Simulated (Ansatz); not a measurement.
Li₇Al₃⁺, relaxed as a doublet with UKS PBE0-D4/def2-SVP in Ansatz, starting from the GFN2-xTB geometry. Force threshold 0.02 eV/Å.

Another isomer (doublet) lies 0.24 eV lower at PBE0-D4/def2-TZVP; other spin states weren't run for this one.

Start:

| atom | x (Å) | y (Å) | z (Å) |
| --- | --- | --- | --- |
| Li1 | 0.6657 | 2.8858 | 0.0774 |
| Li2 | -0.6917 | -2.1842 | -1.3339 |
| Li3 | 0.1196 | -2.4459 | 1.0350 |
| Li4 | 2.5798 | 1.6084 | -0.6937 |
| Li5 | -2.3029 | 4.2658 | 1.2497 |
| Li6 | 1.5386 | -3.7853 | -0.8949 |
| Li7 | -2.3006 | -1.1067 | 0.6023 |
| Al8 | 0.1051 | 0.1844 | -0.0142 |
| Al9 | 2.1470 | -1.1262 | -0.8154 |
| Al10 | -1.8607 | 1.7039 | 0.7877 |

Estimate the energy that the relaxation releases and the steps that it takes.

2.32 eV, in 38 steps; 2.9 min on 4 threads of Arm Neoverse V1 on a shared host. No frequencies were taken in this run, so the end may be a saddle point.

Does the start keep its bonding?

Bonds lost: Li1–Li4, Li2–Li6, Li2–Li7, Li3–Li6, Li3–Li7 (atoms count from 1). Bonds formed: Li1–Al9, Li4–Al10 (atoms count from 1). Metal–metal contacts that move far: Li2–Li3 2.52 to 3.22 Å.

Predict the relaxed structure.


Cartesian coordinates in Å:
```
Li 1.472 1.188 1.400
Li -0.055 -2.371 -1.646
Li 0.620 -2.439 1.506
Li 0.720 1.237 -1.758
Li -2.811 4.124 0.787
Li 3.005 -3.404 -0.698
Li -3.220 0.716 0.238
Al -0.518 -0.212 0.161
Al 1.847 -1.064 -0.373
Al -1.059 2.224 0.382
```
Bond lengths (bridged metal pairs left out): 14 × Al–Li 2.62 to 2.95 Å; 2 × Al–Al 2.51 to 2.57 Å.
